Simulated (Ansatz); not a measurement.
CH6FNSSi (`NC(F)([SiH3])S`). Total charge 0; spin multiplicity 1.

```xyz
11

N     0.193    0.573    1.351
C     0.559    0.010    0.124
F     1.595   -0.948    0.248
Si   -0.898   -0.846   -0.765
S     1.316    1.271   -0.965
H    -0.232   -0.095    1.981
H     0.957    1.064    1.801
H    -0.373   -1.592   -1.931
H    -1.863    0.196   -1.193
H    -1.563   -1.777    0.189
H     0.308    2.146   -0.837
```

What are the harmonic wavenumbers in cm⁻¹ at PBE0-D4/def2-TZVP (Ansatz, finite differences of forces, unscaled)? (Best estimate.)

Computed: 161, 172, 210, 247, 311, 340, 385, 439, 559, 635, 643, 750, 815, 846, 913, 935, 937, 992, 1224, 1287, 1644, 2210, 2248, 2268, 2723, 3520, 3619.

Is this a minimum?

Yes, all 27 modes are real.

Give the ideal-gas thermochemistry at 298.15 K and 1 bar (rigid rotor, harmonic oscillator; point group C1, symmetry number 1).

Zero-point energy 185.6 kJ/mol; H(298) − E = 207.5 kJ/mol; entropy 347.1 J/(mol·K), of which translation 167.6, rotation 114.1, vibration 65.4; G(298) − E = 104.0 kJ/mol.

And at 400, 500, 600, 800 and 1000 K?


| T (K) | H − E (kJ/mol) | S (J/mol/K) | G − E (kJ/mol) |
| --- | --- | --- | --- |
| 400 | 220.9 | 385.7 | 66.6 |
| 500 | 236.1 | 419.4 | 26.4 |
| 600 | 252.8 | 449.8 | -17.1 |
| 800 | 289.6 | 502.6 | -112.5 |
| 1000 | 329.7 | 547.4 | -217.6 |
